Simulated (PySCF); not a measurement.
# SnOCl₂, singlet: structure and spectrum

All numbers come from PySCF, PBE0, basis Sn def2-TZVP with ECP28, O def2-TZVP, Cl def2-TZVP (scalar-relativistic core potentials, no spin–orbit coupling, density fitting).

The structure is a minimum.

Z-matrix (Å, degrees; charge 0 multiplicity 1):
```
Sn
O  1 1.8120
Cl 1 2.2962 2 128.18
Cl 1 2.2962 2 128.18 3 180.00
```

* Point group: C2v
* Bond lengths: Sn–Cl 2.296 Å (×2), Sn–O 1.812 Å
* Bond angles: Cl–Sn–Cl 103.6°, Cl–Sn–O 128.2° (×2)
* Principal quadrupole moments (Buckingham, traceless) about the centre of mass: -11.41, 2.04, 9.38 D Å
* Highest occupied level: -8.53 eV
* Enthalpy at 298.15 K above 0 K: 17.09 kJ/mol
* Principal polarisabilities: 40.8, 72.5, 74.0 bohr³
* Atomisation energy without zero-point energy: 992 kJ/mol
* Rotational constants: 0.0995, 0.07399, 0.04243 cm⁻¹
* Rotational symmetry number: 2
* Lowest empty level: -3.53 eV
* Heat capacity Cp at 298.15 K: 72.3 J/(mol K)
* Entropy at 298.15 K and 1 bar: 332.5 J/(mol K)
* Zero-point energy: 12.1 kJ/mol
* Dipole moment: 2.29 D

Harmonic modes (masses in u: Sn 119.902, O 15.995, Cl 34.969):
| symmetry | ω (cm⁻¹) | IR (km/mol) | μ (u) | type |
| --- | --- | --- | --- | --- |
| a1 | 120 | 3.7 | 38.31 | bend |
| b1 | 134 | 25.3 | 26.15 | bend |
| b2 | 148 | 42.1 | 19.61 | bend |
| a1 | 383 | 22.1 | 37.40 | stretch |
| b2 | 386 | 80.8 | 42.72 | stretch |
| a1 | 848 | 49.7 | 17.93 | stretch |

In C2v the vibrations span 3a1 + b1 + 2b2. Here b1 is antisymmetric to the molecular plane and b2 lies in it.

Charges (e):
```
 atom  Mulliken  Löwdin  polar tensor  Mayer order to Sn1
  Sn1      1.14    0.20          1.67                   –
   O2     -0.58   -0.40         -0.66                1.83
Cl3,4     -0.28    0.10         -0.50                1.01
```

Mulliken populations on Sn1 (electrons outside its core potential): s 3.14, p 7.29, d 10.33, f 0.11.

Counting electrons, tin keeps none of its valence electrons outside its bonds, so the VSEPR class is AX3 and the expected shape is trigonal planar; with unlike ligands the computed point group is C2v.

Other isomers or separated fragments may lie lower.

The final relaxation and frequency run took 54 s on 4 threads of a shared Arm Neoverse V1 host, with 155 basis functions and 14 gradients; the process peaked at 1.6 GiB. Launch command: `OMP_NUM_THREADS=4 python axn.py task.json out`.
